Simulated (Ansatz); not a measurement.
## CH7BNP: which of these isomers lies lowest?

2 of its isomers, all singlets with charge 0: A = `NCBP`; B = `CB(N)P`.

Shapes, held fixed at every level: PBE0-D4/def2-TZVP. Flexible molecules stand in one conformer, not always the lowest. Programs: Ansatz 0.2.0.

A:

```xyz
11

N    -1.0212    1.0382   -0.5321
C    -0.8677    0.0546    0.5278
B     0.5080   -0.6715    0.6064
P     1.9281   -0.2669   -0.5500
H    -1.9437    1.4531   -0.5202
H    -0.3573    1.7939   -0.4185
H    -1.1270    0.4211    1.5382
H    -1.5835   -0.7671    0.3583
H     0.7054   -1.4288    1.5130
H     1.2681   -0.1630   -1.7934
H     2.5563   -1.5207   -0.7090
```

B:

```xyz
11

C    -1.0932    0.9226   -0.1280
B     0.0029   -0.1798    0.1119
N     0.4271   -0.4959    1.4014
P     0.6709   -1.2049   -1.3891
H    -1.9035    0.5532   -0.7637
H    -1.5370    1.2993    0.7983
H    -0.6596    1.7766   -0.6592
H     1.1341   -1.1792    1.6110
H     0.0433   -0.0498    2.2184
H     2.0072   -1.3933   -0.9488
H     0.9733   -0.1057   -2.2314
```

Electronic energies in kJ/mol, without zero-point or thermal terms.

Problem. From chemical knowledge, estimate the order of stability.

Solution. B < A in rising energy, over a span of 215 kJ/mol, by MP2/def2-TZVPP. All levels agree on that. The B − A difference spans -220.8 to -204.8 kJ/mol over the levels. 

```tsv
level	kind	B − A
SPW92/def2-TZVPP	LDA	-207.9
B3LYP-D4/def2-TZVPP	global hybrid	-208.3
PBE0-D4/def2-TZVPP	global hybrid	-207.1
wB97X-V/def2-TZVPP	range-separated hybrid	-204.8
B2PLYP/def2-TZVPP	double hybrid	-210.4
MP2/def2-SVP	perturbation theory	-220.8
CCSD(T)/def2-SVP	coupled cluster or CI	-214.7
MP2/def2-TZVPP	perturbation theory	-214.6
```
